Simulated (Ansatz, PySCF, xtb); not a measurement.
Complex: ammonia borane (SMILES [BH3-][NH3+]) (first 8 atoms) with C2H4 (SMILES C=C); geometry from B3LYP-D3(BJ)/def2-TZVP, rigid monomers moved along the line of their centres of mass till H8···C10 is 2.29 Å.
(charge 0, multiplicity 1):
```xyz
14

B     -0.9288     0.2896     0.2984
N      0.6322    -0.1670     0.5701
H     -1.0445     1.3660     0.8388
H     -1.6066    -0.5736     0.8076
H     -1.0487     0.3436    -0.9028
H      1.2837     0.5043     0.1745
H      0.8265    -1.0724     0.1528
H      0.8125    -0.2327     1.5723
C      0.2749     0.6105     3.6304
C     -0.1195    -0.6570     3.6158
H      1.1055     0.9418     4.2426
H     -0.2328     1.3619     3.0368
H     -0.9596    -0.9754     3.0096
H      0.3733    -1.4137     4.2151
```

Monomers are frozen at their geometry in the pair; levels with a basis set take the counterpoise correction. Rows marked so take none.

Rows in STO-3G carry no dispersion term and start afresh at each structure.

Codes used: Ansatz (a quantum-chemistry and plane-wave program); PySCF for STO-3G rows, the dispersion terms; xtb for the GFN methods. 

### Question
What interaction energy does HF/STO-3G (no counterpoise) give?

### Answer
0.0 kcal/mol

### Question
Predict the interaction energy from r2SCAN-D4/def2-TZVPPD.

### Answer
-3.8 kcal/mol

### Question
Estimate the interaction energy that GFN2-xTB returns for this input.

### Answer
-2.3 kcal/mol
